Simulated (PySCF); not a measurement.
A run for PySCF: R-B3LYP/LANL2DZ on HfS, 2S+1 = 1, a spin state set in the input, which need not be the lowest, a point of a bond scan (R = 2.292 Å).

```python
from pyscf import gto, scf, dft, mp
from pyscf.data.elements import chemcore

mol = gto.M(
    atom='''
    Hf    0.00000000    0.00000000    0.00000000
    S     0.00000000    0.00000000    2.29173000
    ''',
    basis='lanl2dz',
    ecp={'Hf': 'lanl2dz', 'S': 'lanl2dz'},
    charge=0, spin=0, verbose=3, max_memory=1800)
mf = dft.RKS(mol, xc='b3lyp')
mf.conv_tol = 1e-8
mf.max_cycle = 100
mf.kernel()
if not mf.converged:
    mf = mf.newton().run(mf.mo_coeff, mf.mo_occ)
```

The log:

```
converged SCF energy = -58.9799045722574
```

The run converged.

Cost: roughly 1.8 core-seconds.
